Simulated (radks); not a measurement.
Fractional charge and spin in the 3s shell of chlorine: the spin-up occupation runs from 0 to 1 and the spin-down occupation from 0 to 1; the fullest corner is Cl+, [Ne] 3p(up 2, down 2) 3s(up 1, down 1). Method: non-relativistic Kohn-Sham, PBE, spin-polarised, spherical densities, point nucleus; computed with a radial shooting solver on a logarithmic mesh with Libxc functionals. Energy (eV) minus the two flat planes that join the four corners (they meet along the diagonal where the two added fractions sum to one electron); zero is where a piecewise linear energy would lie.

down \ up       0    0.25     0.5    0.75       1
0           0.000  -1.289  -1.713  -1.280   0.000
0.25       -1.289  -1.614  -1.089   0.277  -1.187
0.5        -1.713  -1.089   0.369  -1.009  -1.575
0.75       -1.280   0.277  -1.009  -1.489  -1.175
1           0.000  -1.187  -1.575  -1.175   0.000

Corners above the fullest one (they belong to Cl2+ and the next ion): (up 1, down 0) 38.145 eV, (up 0, down 1) 38.145 eV, (up 0, down 0) 90.926 eV. With half an added electron in each spin the energy lies 0.369 eV from the planes, and with half an added electron in spin up alone -1.713 eV. The planes are only a guide here: the flat-plane condition holds for ground states with one frontier orbital, while this shell lies below other occupied shells, so the corners above the fullest one are inner-hole states and not the ground states of those ions.
